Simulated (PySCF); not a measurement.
A calculated (UHF, PySCF 2.14, x2c-SVPall, scalar relativity by spin-free X2C-1e) atom or ion has these occupied shells.

```
shell  electrons  orbital energy (eV)  rms radius, mean of both spins (bohr)
 1s α          1              -7192.8                                 0.0675
 1s β          1              -7192.7                                 0.0675
 2s α          1              -902.22                                  0.288
 2s β          1              -898.94                                  0.288
 2p α          3              -768.26                                  0.260
 2p β          3              -765.00                                  0.260
 3s α          1              -138.59                                  0.872
 3s β          1              -129.01                                  0.872
 3p α          3              -99.232                                  0.936
 3p β          3              -87.643                                  0.936
 3d α          5              -36.674                                   1.19
 3d β          1              -31.065                                   1.19
```

Problem. Name the element and its charge.

Solution. Fe²⁺ (iron, charge +2), in [Ar] 3d6, high-spin 5D determinant.
